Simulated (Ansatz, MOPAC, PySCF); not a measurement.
Noncovalent pair: aminoborane (SMILES BN) (first 6 atoms) with aminoborane (SMILES BN); geometry from B3LYP-D3(BJ)/def2-TZVP, rigid monomers moved along the line of their centres of mass till H5···N8 is 2.26 Å.
(charge 0, multiplicity 1):
```json
[
 {"atom": "B", "x (Å)": "-0.7839", "y (Å)": "0.3552", "z (Å)": "-0.2907"},
 {"atom": "N", "x (Å)": "0.4300", "y (Å)": "-0.1995", "z (Å)": "0.0779"},
 {"atom": "H", "x (Å)": "-1.0886", "y (Å)": "0.4051", "z (Å)": "-1.4420"},
 {"atom": "H", "x (Å)": "-1.5094", "y (Å)": "0.7811", "z (Å)": "0.5601"},
 {"atom": "H", "x (Å)": "0.7315", "y (Å)": "-0.2696", "z (Å)": "1.0382"},
 {"atom": "H", "x (Å)": "1.0855", "y (Å)": "-0.5799", "z (Å)": "-0.5849"},
 {"atom": "B", "x (Å)": "0.2253", "y (Å)": "-0.6994", "z (Å)": "3.7494"},
 {"atom": "N", "x (Å)": "-0.0370", "y (Å)": "0.4633", "z (Å)": "3.0357"},
 {"atom": "H", "x (Å)": "-0.4858", "y (Å)": "-1.6438", "z (Å)": "3.5955"},
 {"atom": "H", "x (Å)": "1.1649", "y (Å)": "-0.7281", "z (Å)": "4.4833"},
 {"atom": "H", "x (Å)": "0.5060", "y (Å)": "1.3060", "z (Å)": "3.1360"},
 {"atom": "H", "x (Å)": "-0.8269", "y (Å)": "0.5731", "z (Å)": "2.4181"}
]
```

Interaction energies are E(AB) − E(A) − E(B) at the monomers' geometry in the complex; basis-set methods are counterpoise corrected. Rows marked so take none.

Rows in 6-31G* carry no dispersion term and start afresh at each structure (6-31G* with six Cartesian d functions). MP2/6-31G* freezes PySCF's default core. The state reached by AM1 isn't checked.

Run with Ansatz (Gaussian orbitals); MOPAC for AM1 (differences of heats of formation); PySCF for 6-31G* rows, the dispersion terms. Each number belongs to the level named beside it.

```tsv
level	interaction energy (kJ/mol)
AM1	3.9
HF/6-31G*	5.7
HF/6-31G* (no counterpoise)	1.3
PBE/def2-TZVPPD	-5.8
PBE-D3(BJ)/def2-TZVPPD	-11.6
BP86/6-31G* (no counterpoise)	-8.5
r2SCAN/def2-TZVPPD	-7.8
PBE0/def2-TZVPPD	-5.1
MP2/6-31G*	___
```

Task: What belongs in the gaps?

Result: 
- MP2/6-31G*, interaction energy (kJ/mol): -2.4

Ansatz is an electronic-structure program.
